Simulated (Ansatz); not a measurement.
Ni2H4⁻ (the lowest doublet isomer of a short search) was relaxed with PBE-D4 (def2-TZVPD) in Ansatz in these states: charge -1 doublet, charge -1 quartet. The geometries follow in no particular order.

A:

```tsv
atom	x (Å)	y (Å)	z (Å)
Ni1	0.5658	0.2586	-1.0388
Ni2	-0.0773	-0.4281	1.1300
H3	0.1887	1.2512	-2.1697
H4	-1.1198	-0.1458	2.2435
H5	-0.7417	-0.1711	-0.2740
H6	1.1844	-0.7649	0.1090
```

B:

```xyz
6

Ni   -0.666   -0.175   -0.947
Ni    0.250    0.103    1.139
H    -0.448   -0.588   -2.441
H     1.523    0.010    2.047
H     0.684    0.715   -0.396
H    -1.343   -0.065    0.598
```

Question: Judge from the bond lengths which geometry belongs to which state (an estimate).

Answer: A is the charge -1 doublet (Ni2–H5 1.574 Å, Ni1–H5 1.574 Å, Ni1–Ni2 2.364 Å); B is the charge -1 quartet (Ni2–H5 1.709 Å, Ni1–H5 1.709 Å, Ni1–Ni2 2.295 Å).

At PBE-D4/def2-TZVPD the highest occupied level of the charge -1 doublet lies above zero (up to 0.37 eV). By energy differences its removal costs 2.67 eV (vertical, to the charge 0 triplet, at PBE-D4/def2-TZVPD); a positive level beside a positive removal energy at the same level points to self-interaction error. At PBE-D4/def2-TZVPD the highest occupied level of the charge -1 quartet lies above zero (up to 0.22 eV). It is a level of α spin, whose loss leaves a triplet; that state wasn't run at this geometry and level. The electron is either unbound and held by the finite basis, or the level is raised by self-interaction error. At PBE0-D4/def2-TZVPD a quartet lies 0.05 eV below the charge -1 doublet. These are the stationary points nearest to one start from a short search; other shapes may lie lower in each state.
